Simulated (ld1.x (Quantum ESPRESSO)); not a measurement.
**Building the RRKJ potential for iridium (PBEsol, fully relativistic).**

Input for ld1.x (Quantum ESPRESSO) 7.5:

```
&input
   title='Ir', zed=77., rel=2, dft='PBESOL', iswitch=3,
   config='[Xe] 4f14 5d7 6s1 6p0', rel_dist='average',
   nld=5, rlderiv=3.35, eminld=-3.0, emaxld=5.0, deld=0.02
 /
 &inputp
   pseudotype=2, tm=.false., rho0=0.005, lloc=2,
   nlcc=.false.,
   file_pseudopw='Ir.UPF', file_wfcaegen='ae.wfc', file_wfcncgen='nc.wfc', file_beta='beta', file_chi='chi'
 /
3
6S  1  0   1.00   0.00  2.25  2.25  0.0
6P  2  1   0.00   0.00  3.10  3.10  0.0
5D  3  2   7.00   0.00  1.75  1.75  0.0
 &test
   configts(1)='5d7 6s1 6p0'
 /
```

Command:

```bash
ld1.x < Ir.in > Ir.out
```

Output (shortened: banner, matrices, multipoles, cross overlaps and the repeated all-electron block are left out):

```
[... start of the log left out ...]
     s(5D/5D) =  1.000000  <r> =   1.6332  <r2> =    3.1579  r(max) =   1.2760
     s(5D/5D) =  1.000000  <r> =   1.6981  <r2> =    3.4212  r(max) =   1.3247
     s(6S/6S) =  1.000000  <r> =   2.6907  <r2> =    8.1818  r(max) =   2.3249
     s(6P/6P) =  1.000000  <r> =   3.3774  <r2> =   13.0151  r(max) =   2.8397
     s(6P/6P) =  1.000000  <r> =   3.7190  <r2> =   15.7526  r(max) =   3.1383

     ------------------------ End of All-electron run ------------------------

     --------------------- Generating NC pseudopotential ---------------------

      Generating local pot.: lloc=2, j= 1.50, matching radius rcloc =   1.7500

      Generating local pot.: lloc=2, j= 2.50, matching radius rcloc =   1.7500

     Fully relativistic calculation: |psi|^2

     Wfc 6S LC norm =  0.99992985 SC norm =  0.00006898 missing  0.00000117

     Wfc 6P LC norm =  0.99995707 SC norm =  0.00004270 missing  0.00000023

     Wfc 6P LC norm =  0.99996450 SC norm =  0.00003242 missing  0.00000309

      Wfc   6S  rcut= 2.239  Estimated cut-off energy=        8.71 Ry
      Using 4 Bessel functions for this wfc, rho(0) = 0.005
      This function has    0 nodes for 0 < r <    2.239

      Wfc   6P  rcut= 3.099  Estimated cut-off energy=       18.23 Ry
     l=   1 Node at 0.23899673
      This function has    1 nodes for 0 < r <    3.099

 %%%%%%%%%%%%%%%%%%%%%%%%%%%%%%%%%%%%%%%%%%%%%%%%%%%%%%%%%%%%%%%%%%%%%%%%%%%%%%
     Error in routine compute_phi (1):
     phi has nodes before r_c
 %%%%%%%%%%%%%%%%%%%%%%%%%%%%%%%%%%%%%%%%%%%%%%%%%%%%%%%%%%%%%%%%%%%%%%%%%%%%%%

     stopping ...
```

The run stopped because the RRKJ expansion in Bessel functions gave a pseudo-wave with a node inside its radius.

The run took about 0.16 s on one core of a shared server CPU.
